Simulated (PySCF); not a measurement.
# How methods differ on the ionisation energy of Kr²¹⁺

Kr²¹⁺ [Ne] 3s2 3p3 (4S) → Kr²²⁺ [Ne] 3s2 3p2 (3P), as a difference of total energies. All numbers are calculated (PySCF 2.14, the non-relativistic Hamiltonian (point nucleus), in an uncontracted even-tempered set (17 s from 2.2 bohr⁻², ratio 2.5; 11 p from 2.9 bohr⁻², ratio 2.5; 5 d from 13 bohr⁻², ratio 2.7; 4 f from 20 bohr⁻², ratio 2.7)). Correlated levels: outer shells: 1s2 frozen; virtual orbitals above 40 to 60 times the deepest correlated orbital energy dropped. The calculations carry no spin-orbit coupling.

```json
{"method": "UHF", "ionisation energy (eV)": "938.20"}
{"method": "MP2 (outer shells)", "ionisation energy (eV)": "938.72"}
{"method": "SCS-MP2 (outer shells)", "ionisation energy (eV)": "938.46"}
{"method": "CCSD (outer shells)", "ionisation energy (eV)": "938.47"}
{"method": "CCSD(T) (outer shells)", "ionisation energy (eV)": "938.46"}
```

Q: How much does correlation contribute at CCSD(T) (outer shells)?

A: 938.46 − (938.20) = 0.26 eV, measured against UHF.

Spin-orbit coupling is strong in these open shells (close to jj coupling). The scalar numbers leave it out and a first-order estimate fails, so it can dominate the gap to the real levels.

All relativistic terms are absent from these numbers, so their closeness to the reference says little about the methods.

For comparison: 945 ± 3 eV (semi-empirical (NIST evaluation); NIST Atomic Spectra Database, ionization energies).
